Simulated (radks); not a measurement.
Q: The table gives one normalised radial function P(r) = r R(r) (large component) of Ar4+ in [Ne] 3s2 3p2 (r in bohr). Method: Dirac Kohn-Sham, BLYP, spin-unpolarised, spherical densities, point nucleus; open shells are shared between the two j in proportion to 2j + 1; computed with a radial shooting solver on a logarithmic mesh with Libxc functionals.

r           P
0.007132   0.2703
0.008042   0.2994
0.008995   0.3286
0.01014    0.3622
0.01143    0.3981
0.01279    0.4336
0.01442    0.4733
0.01626    0.5145
0.01819    0.5538
0.0205     0.5960
0.02293    0.6345
0.02586    0.6738
0.02916    0.7092
0.03261    0.7372
0.03677    0.7596
0.04146    0.7713
0.04637    0.7702
0.05228    0.7529
0.05895    0.7157
0.06593    0.6601
0.07434    0.5753
0.08315    0.4705
0.09375    0.3296
0.1057     0.1589
0.1182    -0.0255
0.1333    -0.2460
0.1503    -0.4836
0.1681    -0.7125
0.1895    -0.9541
0.212     -1.1642
0.239     -1.3591
0.2695    -1.5085
0.3015    -1.5962
0.3399    -1.6272
0.3832    -1.5903
0.4286    -1.4976
0.4833    -1.3453
0.5449    -1.1532
0.6095    -0.9546
0.6872    -0.7400
0.7686    -0.5535
0.8667    -0.3814
0.9771    -0.2451
1.093     -0.1513
1.232     -0.0830
1.389     -0.0414
1.554     -0.0196
1.752     -0.0078
1.976     -0.0027
2.21      -0.0009
2.491     -0.0002
2.787     -0.0001
3.142     0.0000
3.543     0.0000
3.963     0.0000
4.468     0.0000

Which n and l does it have? It may be an empty orbital.

A: n = 2, l = 0: the number of nodes gives n - l - 1 = 1, the rise at small r points to l (this Dirac orbital starts as r^gamma with gamma = sqrt((l + 1)^2 - (Z/c)^2) = 0.99; the j = 1/2 orbital of l + 1 starts with the same power, but with a smaller coefficient, and then steepens), and the extent must fit the shell. The curve is that of 2s1/2. 2s1/2: eigenvalue -364.86 eV, 1 radial node at r = 0.117 bohr, <r> = 0.413 bohr, 90 % of the charge inside 0.645 bohr.
